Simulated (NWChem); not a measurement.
System: GeH₃O₃F; SMILES [OH][Ge]([OH])([OH])[F]

NWChem printed, in part:

```
             Northwest Computational Chemistry Package (NWChem) 7.3.0
             --------------------------------------------------------

 C1  symmetry detected

                             Geometry "geometry" -> ""
                             -------------------------

 Output coordinates in angstroms (scale by  1.889725989 to convert to a.u.)

  No.       Tag          Charge          X              Y              Z
 ---- ---------------- ---------- -------------- -------------- --------------
    1 O                    8.0000    -0.91112808     1.12105229    -1.01670261
    2 Ge                  32.0000     0.00757690    -0.01124511    -0.00649368
    3 O                    8.0000    -1.15137403    -0.94548631     0.94864500
    4 O                    8.0000     1.05194611    -1.14418489    -0.86933405
    5 F                    9.0000     1.06027571     0.96145195     0.96983610
    6 H                    1.0000    -0.37005038     1.90080842    -1.22380398
    7 H                    1.0000    -1.96259154    -0.42462965     1.07035661
    8 H                    1.0000     0.63214766    -2.02045165    -0.86814665

 Effective nuclear repulsion energy (a.u.)     440.8024052958

                                 NWChem DFT Module
                                 -----------------

 Summary of "ao basis" -> "ao basis" (spherical)
 ------------------------------------------------------------------------------
       Tag                 Description            Shells   Functions and Types
 ---------------- ------------------------------  ------  ---------------------
 O                           6-31g*                  6       14   3s2p1d
 Ge                          6-31g*                 12       32   5s4p3d
 F                           6-31g*                  6       14   3s2p1d
 H                           6-31g*                  2        2   2s

            General Information
            -------------------
          SCF calculation type: DFT
          Wavefunction type:  closed shell.
          No. of atoms     :     8
          No. of electrons :    68
           Alpha electrons :    34
            Beta electrons :    34
          Charge           :     0
          Spin multiplicity:     1
          Use of symmetry is: off; symmetry adaption is: off
          Maximum number of iterations: 150
          AO basis - number of functions:    94
                     number of shells:    42
          Convergence on energy requested:  1.00D-06
          Convergence on density requested:  1.00D-05
          Convergence on gradient requested:  5.00D-04

              XC Information
              --------------
                       PW6B95 Method XC Functional
                     Hartree-Fock (Exact) Exchange  0.280
                    PW6B95 GGA Exchange Functional  0.720
                      PW6B95 Correlation Potential  1.000

             Grid Information
             ----------------
          Grid used for XC integration:  medium
          Radial quadrature: Mura-Knowles
          Angular quadrature: Lebedev.
          Tag              B.-S. Rad. Rad. Pts. Rad. Cut. Ang. Pts.
          ---              ---------- --------- --------- ---------
          O                   0.60       49          10.0       434
          Ge                  1.25      112           8.0       590
          F                   0.50       49           9.0       434
          H                   0.35       45          10.0       434
          Grid pruning is: on
          Number of quadrature shells:   443
          Spatial weights used:  Erf1

      Superposition of Atomic Density Guess
      -------------------------------------

 Sum of atomic energies:       -2400.15152281

      Non-variational initial energy
      ------------------------------

 Total energy =   -2401.097201
 1-e energy   =   -4222.990997
 2-e energy   =    1381.091390
 HOMO         =      -0.470195
 LUMO         =      -0.030595

     ---------------------------------------------
      Total Density - Mulliken Population Analysis
     ---------------------------------------------

    Atom       Charge   Shell Charges
 -----------   ------   -------------------------------------------------------
    1 O    8     9.01   2.00  0.93  3.08  0.92  2.06  0.01
    2 Ge  32    29.99   2.00  2.00  6.00  2.00  5.99  0.76  0.89  0.00  0.13  6.91  2.96  0.34
    3 O    8     9.01   2.00  0.93  3.08  0.92  2.06  0.01
    4 O    8     9.01   2.00  0.93  3.08  0.92  2.06  0.01
    5 F    9     9.65   2.00  0.95  3.46  1.01  2.22  0.01
    6 H    1     0.45   0.35  0.10
    7 H    1     0.45   0.35  0.10
    8 H    1     0.44   0.35  0.09

   convergence    iter        energy       DeltaE   RMS-Dens  Diis-err
 ---------------- ----- ----------------- --------- --------- ---------
 d= 0,ls=0.0,diis     1  -2405.3289062187 -2.85D+03  1.78D-02  1.20D+00
 d= 0,ls=0.0,diis     2  -2405.2828994150  4.60D-02  8.70D-03  2.07D+00
 d= 0,ls=0.0,diis     3  -2405.4667375865 -1.84D-01  6.79D-04  2.42D-02
 d= 0,ls=0.0,diis     4  -2405.4681931664 -1.46D-03  2.09D-04  1.80D-03
 d= 0,ls=0.0,diis     5  -2405.4682626525 -6.95D-05  1.07D-04  3.17D-04
  Resetting Diis
 d= 0,ls=0.0,diis     6  -2405.4682853157 -2.27D-05  3.07D-05  3.44D-05
 d= 0,ls=0.0,diis     7  -2405.4682882393 -2.92D-06  9.65D-06  5.02D-07
 d= 0,ls=0.0,diis     8  -2405.4682882020  3.73D-08  5.57D-06  9.95D-07

         Total DFT energy =    -2405.468288202008
      One electron energy =    -4225.167938455805
           Coulomb energy =     1496.846164433937
    Exchange-Corr. energy =     -117.948919475971
 Nuclear repulsion energy =      440.802405295831

 Numeric. integr. density =       68.000006656368

                       DFT Final Molecular Orbital Analysis
                       ------------------------------------

 Vector   32  Occ=2.000000D+00  E=-3.622313D-01
              MO Center= -8.7D-03, -3.3D-01, -4.4D-01, r^2= 3.4D+00
   Bfn.  Coefficient  Atom+Function         Bfn.  Coefficient  Atom+Function
  ----- ------------  ---------------      ----- ------------  ---------------
    65      0.413708  4 O  pz                 5      0.335982  1 O  pz
    69      0.293847  4 O  pz                51      0.289659  3 O  pz
     9      0.240423  1 O  pz                55      0.200195  3 O  pz
    31      0.122332  2 Ge pz                78      0.087905  5 F  py
    79      0.087862  5 F  pz                77      0.080277  5 F  px

 Vector   33  Occ=2.000000D+00  E=-3.565724D-01
              MO Center= -9.4D-01, -4.7D-01,  4.5D-01, r^2= 2.3D+00
   Bfn.  Coefficient  Atom+Function         Bfn.  Coefficient  Atom+Function
  ----- ------------  ---------------      ----- ------------  ---------------
    51      0.424550  3 O  pz                55      0.324696  3 O  pz
    50      0.272120  3 O  py                 5     -0.252444  1 O  pz
    49      0.210351  3 O  px                54      0.201929  3 O  py
     9     -0.191767  1 O  pz                53      0.156592  3 O  px
     4     -0.131836  1 O  py                63     -0.115053  4 O  px

 Vector   34  Occ=2.000000D+00  E=-3.445119D-01
              MO Center=  1.5D-01, -1.8D-01, -7.8D-01, r^2= 3.1D+00
   Bfn.  Coefficient  Atom+Function         Bfn.  Coefficient  Atom+Function
  ----- ------------  ---------------      ----- ------------  ---------------
    65      0.334169  4 O  pz                63      0.308598  4 O  px
     5     -0.299667  1 O  pz                69      0.257195  4 O  pz
     9     -0.229360  1 O  pz                67      0.222683  4 O  px
     4     -0.209195  1 O  py                 3      0.197186  1 O  px
     8     -0.159579  1 O  py                 7      0.140683  1 O  px

 Vector   35  Occ=0.000000D+00  E=-1.907304D-02
              MO Center= -1.4D-01, -1.3D-02, -1.1D-01, r^2= 4.3D+00
   Bfn.  Coefficient  Atom+Function         Bfn.  Coefficient  Atom+Function
  ----- ------------  ---------------      ----- ------------  ---------------
    28      0.836158  2 Ge s                 24     -0.478310  2 Ge s
     6     -0.461927  1 O  s                 52     -0.447785  3 O  s
    66     -0.444390  4 O  s                 80     -0.251707  5 F  s
    92      0.249784  7 H  s                 90      0.248057  6 H  s
    94      0.244145  8 H  s                 20      0.240019  2 Ge s

 Vector   36  Occ=0.000000D+00  E= 6.112847D-02
              MO Center= -3.9D-01,  3.1D-01,  1.3D-02, r^2= 5.7D+00
   Bfn.  Coefficient  Atom+Function         Bfn.  Coefficient  Atom+Function
  ----- ------------  ---------------      ----- ------------  ---------------
    52      0.688867  3 O  s                 92     -0.518929  7 H  s
    31     -0.495345  2 Ge pz                30      0.450795  2 Ge py
     6     -0.421147  1 O  s                 90      0.395420  6 H  s
    29      0.355943  2 Ge px                 7     -0.232928  1 O  px
    27     -0.228458  2 Ge pz                 3     -0.203348  1 O  px

 Vector   37  Occ=0.000000D+00  E= 6.667550D-02
              MO Center= -3.2D-02, -3.8D-01, -2.4D-01, r^2= 6.1D+00
   Bfn.  Coefficient  Atom+Function         Bfn.  Coefficient  Atom+Function
  ----- ------------  ---------------      ----- ------------  ---------------
    66      0.700938  4 O  s                 30      0.658093  2 Ge py
    94     -0.558508  8 H  s                  6     -0.415620  1 O  s
    29     -0.357598  2 Ge px                90      0.328250  6 H  s
    31      0.239525  2 Ge pz                25     -0.189308  2 Ge px
    92      0.186998  7 H  s                 54     -0.178602  3 O  py

     ---------------------------------------------
      Total Density - Mulliken Population Analysis
     ---------------------------------------------

    Atom       Charge   Shell Charges
 -----------   ------   -------------------------------------------------------
    1 O    8     8.68   2.00  0.91  2.90  0.95  1.90  0.02
    2 Ge  32    30.93   2.00  2.00  6.00  2.00  5.99  0.98  1.43 -0.07  0.20  6.91  2.94  0.55
    3 O    8     8.68   2.00  0.91  2.90  0.95  1.89  0.02
    4 O    8     8.66   2.00  0.91  2.90  0.95  1.88  0.02
    5 F    9     9.39   2.00  0.93  3.30  1.03  2.12  0.01
    6 H    1     0.56   0.46  0.09
    7 H    1     0.55   0.46  0.09
    8 H    1     0.55   0.46  0.09

     -------------------------------------------
      Total Density - Lowdin Population Analysis
     -------------------------------------------

    Atom       Charge   Shell Charges
 -----------   ------   -------------------------------------------------------
    1 O    8     8.49   1.99  0.87  2.76  0.72  2.11  0.03
    2 Ge  32    31.36   2.00  2.00  5.99  1.96  5.88  0.64  1.34  0.20  0.51  6.71  3.07  1.04
    3 O    8     8.48   1.99  0.87  2.76  0.72  2.11  0.03
    4 O    8     8.47   1.99  0.87  2.75  0.72  2.10  0.03
    5 F    9     9.24   1.99  0.93  3.17  0.85  2.28  0.02
    6 H    1     0.65   0.43  0.22
    7 H    1     0.65   0.43  0.21
    8 H    1     0.65   0.43  0.21

     Multipole analysis of the density
     ---------------------------------

     L   x y z        total         alpha         beta         nuclear
     -   - - -        -----         -----         ----         -------
     0   0 0 0     -0.000000    -34.000000    -34.000000     68.000000

     1   1 0 0     -0.633422     -0.316711     -0.316711      0.000000
     1   0 1 0      0.078359      0.039180      0.039180     -0.000000
     1   0 0 1     -0.254057     -0.127028     -0.127028     -0.000000

     2   2 0 0    -29.659356    -87.334905    -87.334905    145.010455
     2   1 1 0     -0.112169      1.848740      1.848740     -3.809650
     2   1 0 1     -2.087074      1.789503      1.789503     -5.666079
     2   0 2 0    -24.733116    -90.712238    -90.712238    156.691361
     2   0 1 1     -0.265727      1.596442      1.596442     -3.458610
     2   0 0 2    -30.108918    -74.652758    -74.652758    119.196598
```

Level: PW6B95/6-31G* (spherical d). Coordinates come from a B3LYP/6-31G* (spherical d) optimisation.

**Question.** Reconstruct the input file.

**Answer.** Several could match; the one computed here: the input that was run:
```
start job
memory heap 200 mb stack 700 mb global 900 mb
geometry units angstroms noautoz
  O     -1.178249    -0.996095    -0.776325
  Ge    -0.029237     0.032842     0.099859
  O      1.591584    -0.326798    -0.509946
  O     -0.294773     1.773775    -0.032035
  F     -0.221392    -0.354614     1.779290
  H     -1.967616    -1.155542    -0.233046
  H      1.612316    -1.235568    -0.853292
  H      0.364817     2.146094    -0.640636
end
basis spherical
  O library 6-31g*
  Ge library 6-31g*
  F library 6-31g*
  H library 6-31g*
end
dft
  xc pw6b95
  iterations 150
  mulliken
end
task dft energy
```
